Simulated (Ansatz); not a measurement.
Reaction (redistribution): `[CH3][Ge]([CH3])([CH3])[CH3]` + `N#C[SiH]1CS1` → `[CH3][Ge]([CH3])([CH3])[C]#N` + `C[SiH]1CS1`

Calculated with Ansatz (gas phase, PBE0-D4/def2-TZVP geometries, no zero-point term in ΔE). CCSD(T)/CBS adds triple-zeta CCSD(T) − MP2 to the extrapolated MP2 energy (def2 sets, frozen cores). For Ge outer-core shells are correlated without core-valence functions, which leaves a few kJ/mol of doubt a bond. Scalar relativity is left out up to krypton.

```tsv
species	CCSD(T)/CBS(def2) energy (Eh)
`[CH3][Ge]([CH3])([CH3])[CH3]`	-2235.58693
`N#C[SiH]1CS1`	-819.45492
`[CH3][Ge]([CH3])([CH3])[C]#N`	-2288.46902
`C[SiH]1CS1`	-766.58382
```

Question: Work out ΔE.

Answer: ΔE = (-2288.46902) + (-766.58382) − (-2235.58693) − (-819.45492) = -0.01099 Eh = -28.9 kJ/mol.

Largest T1 diagnostic among the species: 0.014.

From r2SCAN to r2SCAN0 (25 % exact exchange), in def2-TZVPP and without D4, ΔE moves by −3.3 kJ/mol. Leaving LDA and LC-ωPBE aside and taking each functional with its dispersion term where it has one, the values, not all of them listed here, spread over 8.4 kJ/mol, from ωB97X-V to BLYP-D4. In def2-TZVPP, CCSD(T) changes the Hartree–Fock value by +10.1 kJ/mol (the triples alone add +1.3 kJ/mol) and MP2 by +11.0 kJ/mol.
